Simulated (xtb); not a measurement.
xtb input file for 4,5-dihydro-1,3-oxazol-2-ylsilane (C3H7NOSi), SMILES O1CCN=C1[SiH3], GFN2-xTB. 

```
$ xtb mol.xyz --gfn 2 --sp --chrg 0 --uhf 0 --json
$ cat mol.xyz
13

Si     2.10197767     0.12089859    -0.02255953
C      0.22653729    -0.02899615     0.07912400
N     -0.42095753    -0.57991401     1.01365037
C     -1.83282036    -0.48938582     0.70671338
C     -1.87104474     0.26199248    -0.64659641
O     -0.49486352     0.49648905    -0.94334091
H      2.42169500     1.53231505    -0.24506853
H      2.55179945    -0.67382304    -1.16759436
H      2.65631834    -0.37410462     1.23201724
H     -2.25427138    -1.49544040     0.64567428
H     -2.34329712     0.05061983     1.50729094
H     -2.30639010    -0.33180772    -1.45436943
H     -2.38396378     1.22548323    -0.58638764
```

Program output:

```
[banner left out]
          |                Calculation Setup                |
           -------------------------------------------------



           -------------------------------------------------
          |                 G F N 2 - x T B                 |
           -------------------------------------------------

        Reference                      10.1021/acs.jctc.8b01176
      * Hamiltonian:
        H0-scaling (s, p, d)           1.850000    2.230000    2.230000
        zeta-weighting                 0.500000
      * Dispersion:
        s8                             2.700000
        a1                             0.520000
        a2                             5.000000
        s9                             5.000000
      * Repulsion:
        kExp                           1.500000    1.000000
        rExp                           1.000000
      * Coulomb:
        alpha                          2.000000
        third order                    shell-resolved
        anisotropic                    true
        a3                             3.000000
        a5                             4.000000
        cn-shift                       1.200000
        cn-exp                         4.000000
        max-rad                        5.000000


          ...................................................
          :                      SETUP                      :
          :.................................................:
          :  # basis functions                  37          :
          :  # atomic orbitals                  36          :
          :  # shells                           20          :
          :  # electrons                        34          :
          :  max. iterations                   250          :
          :  Hamiltonian                  GFN2-xTB          :
          :  restarted?                      false          :
          :  GBSA solvation                  false          :
          :  PC potential                    false          :
          :  electronic temp.          300.0000000     K    :
          :  accuracy                    1.0000000          :
          :  -> integral cutoff          0.2500000E+02      :
          :  -> integral neglect         0.1000000E-07      :
          :  -> SCF convergence          0.1000000E-05 Eh   :
          :  -> wf. convergence          0.1000000E-03 e    :
          :  Broyden damping             0.4000000          :
          :  net charge                          0          :
          :  unpaired electrons                  0          :
          ...................................................

 iter      E             dE          RMSdq      gap      omega  full diag
   1    -18.8305855 -0.188306E+02  0.559E+00    4.48       0.0  T
   2    -18.8933374 -0.627519E-01  0.274E+00    4.05       1.0  T
   3    -18.8937167 -0.379267E-03  0.198E+00    4.09       1.0  T
   4    -18.8962587 -0.254206E-02  0.102E+00    4.15       1.0  T
   5    -18.8950955  0.116323E-02  0.576E-01    3.98       1.0  T
   6    -18.8964489 -0.135340E-02  0.189E-01    4.07       1.0  T
   7    -18.8964830 -0.341371E-04  0.759E-02    4.06       1.0  T
   8    -18.8964874 -0.440153E-05  0.148E-02    4.07       1.9  T
   9    -18.8964878 -0.369974E-06  0.505E-03    4.07       5.5  T
  10    -18.8964878 -0.214296E-07  0.165E-03    4.07      16.8  T
  11    -18.8964878 -0.172707E-08  0.649E-04    4.07      42.7  T
  12    -18.8964878 -0.555037E-09  0.206E-04    4.07     134.6  T

   *** convergence criteria satisfied after 12 iterations ***

         #    Occupation            Energy/Eh            Energy/eV
      -------------------------------------------------------------
         1        2.0000           -0.7413777             -20.1739
       ...           ...                  ...                  ...
        11        2.0000           -0.4821679             -13.1205
        12        2.0000           -0.4742922             -12.9061
        13        2.0000           -0.4380623             -11.9203
        14        2.0000           -0.4369730             -11.8906
        15        2.0000           -0.4211238             -11.4594
        16        2.0000           -0.3936042             -10.7105
        17        2.0000           -0.3881880             -10.5631 (HOMO)
        18                         -0.2387940              -6.4979 (LUMO)
        19                         -0.1916771              -5.2158
        20                         -0.1882465              -5.1224
        21                         -0.1710313              -4.6540
        22                         -0.0967921              -2.6338
       ...                                ...                  ...
        36                          0.6729976              18.3132
      -------------------------------------------------------------
                  HL-Gap            0.1493940 Eh            4.0652 eV
             Fermi-level           -0.3134910 Eh           -8.5305 eV

 SCC (total)                   0 d,  0 h,  0 min,  0.007 sec
 SCC setup                      ...        0 min,  0.000 sec (  1.354%)
 Dispersion                     ...        0 min,  0.000 sec (  0.884%)
 classical contributions        ...        0 min,  0.000 sec (  0.315%)
 integral evaluation            ...        0 min,  0.001 sec ( 18.397%)
 iterations                     ...        0 min,  0.003 sec ( 48.460%)
 molecular gradient             ...        0 min,  0.002 sec ( 29.319%)
 printout                       ...        0 min,  0.000 sec (  1.093%)

         :::::::::::::::::::::::::::::::::::::::::::::::::::::
         ::                     SUMMARY                     ::
         :::::::::::::::::::::::::::::::::::::::::::::::::::::
         :: total energy             -18.703928067762 Eh    ::
         :: gradient norm              0.000181355161 Eh/a0 ::
         :: HOMO-LUMO gap              4.065217601428 eV    ::
         ::.................................................::
         :: SCC energy               -18.896478194298 Eh    ::
         :: -> isotropic ES            0.039463557873 Eh    ::
         :: -> anisotropic ES          0.002245128328 Eh    ::
         :: -> anisotropic XC          0.008411060715 Eh    ::
         :: -> dispersion             -0.008254239346 Eh    ::
         :: repulsion energy           0.192550126536 Eh    ::
         :: add. restraining           0.000000000000 Eh    ::
         :: total charge               0.000000000000 e     ::
         :::::::::::::::::::::::::::::::::::::::::::::::::::::

           -------------------------------------------------
          |                Property Printout                |
           -------------------------------------------------

    * Orbital Energies and Occupations

         #    Occupation            Energy/Eh            Energy/eV
      -------------------------------------------------------------
         1        2.0000           -0.7413777             -20.1739
       ...           ...                  ...                  ...
         5        2.0000           -0.6030202             -16.4090
         6        2.0000           -0.5798888             -15.7796
         7        2.0000           -0.5677755             -15.4500
         8        2.0000           -0.5445862             -14.8189
         9        2.0000           -0.5068052             -13.7909
        10        2.0000           -0.4980253             -13.5520
        11        2.0000           -0.4821679             -13.1205
        12        2.0000           -0.4742922             -12.9061
        13        2.0000           -0.4380623             -11.9203
        14        2.0000           -0.4369730             -11.8906
        15        2.0000           -0.4211238             -11.4594
        16        2.0000           -0.3936042             -10.7105
        17        2.0000           -0.3881880             -10.5631 (HOMO)
        18                         -0.2387940              -6.4979 (LUMO)
        19                         -0.1916771              -5.2158
        20                         -0.1882465              -5.1224
        21                         -0.1710313              -4.6540
        22                         -0.0967921              -2.6338
        23                         -0.0523486              -1.4245
        24                          0.0293263               0.7980
        25                          0.0633781               1.7246
        26                          0.1065156               2.8984
        27                          0.1301653               3.5420
        28                          0.1451066               3.9486
       ...                                ...                  ...
        36                          0.6729976              18.3132
      -------------------------------------------------------------
                  HL-Gap            0.1493940 Eh            4.0652 eV
             Fermi-level           -0.3134910 Eh           -8.5305 eV

     #   Z          covCN         q      C6AA      α(0)
     1  14 Si       3.648     0.442    98.979    19.076
     2   6 C        2.881     0.127    25.205     8.231
     3   7 N        1.844    -0.305    28.765     7.949
     4   6 C        3.870     0.023    20.150     6.383
     5   6 C        3.781     0.079    19.284     6.256
     6   8 O        1.710    -0.300    18.988     5.883
     7   1 H        0.918    -0.073     4.713     3.395
     8   1 H        0.918    -0.074     4.722     3.399
     9   1 H        0.920    -0.068     4.553     3.337
    10   1 H        0.924     0.040     2.450     2.448
    11   1 H        0.924     0.040     2.448     2.447
    12   1 H        0.924     0.034     2.526     2.486
    13   1 H        0.924     0.034     2.528     2.486

 Mol. C6AA /au·bohr⁶  :       2116.884822
 Mol. C8AA /au·bohr⁸  :      60419.529018
 Mol. α(0) /au        :         73.774732


Wiberg/Mayer (AO) data.
largest (>0.10) Wiberg bond orders for each atom

 ---------------------------------------------------------------------------
     #   Z sym  total        # sym  WBO       # sym  WBO       # sym  WBO
 ---------------------------------------------------------------------------
     1  14 Si   3.599 --     9 H    0.904     7 H    0.902     8 H    0.901
                             2 C    0.829
     2   6 C    3.877 --     3 N    1.807     6 O    1.095     1 Si   0.829
     3   7 N    3.040 --     2 C    1.807     4 C    1.020     6 O    0.154
     4   6 C    3.991 --     3 N    1.020     5 C    0.983    11 H    0.967
                            10 H    0.967
     5   6 C    3.945 --     4 C    0.983    12 H    0.975    13 H    0.975
                             6 O    0.958
     6   8 O    2.243 --     2 C    1.095     5 C    0.958     3 N    0.154
     7   1 H    0.995 --     1 Si   0.902
     8   1 H    0.994 --     1 Si   0.901
     9   1 H    0.995 --     1 Si   0.904
    10   1 H    0.998 --     4 C    0.967
    11   1 H    0.998 --     4 C    0.967
    12   1 H    0.999 --     5 C    0.975
    13   1 H    0.999 --     5 C    0.975
 ---------------------------------------------------------------------------

Topologies differ in total number of bonds
Writing topology from bond orders to xtbtopo.mol

molecular dipole:
                 x           y           z       tot (Debye)
 q only:        0.295       0.044      -0.047
   full:       -0.278       0.164      -0.329       1.171
molecular quadrupole (traceless):
                xx          xy          yy          xz          yz          zz
 q only:        7.102       0.375      -2.691       0.229       1.363      -4.411
  q+dip:        4.458       0.080      -0.313       0.154       3.057      -4.145
   full:        6.055       0.117      -1.022       0.316       3.190      -5.033
Note: The following floating-point exceptions are signalling: IEEE_UNDERFLOW_FLAG IEEE_DENORMAL
normal termination of xtb


           -------------------------------------------------
          | TOTAL ENERGY              -18.703928067762 Eh   |
          | GRADIENT NORM               0.000181355161 Eh/α |
          | HOMO-LUMO GAP               4.065217601428 eV   |
           -------------------------------------------------

------------------------------------------------------------------------
------------------------------------------------------------------------
 total:
 SCF:
```

The run converged.
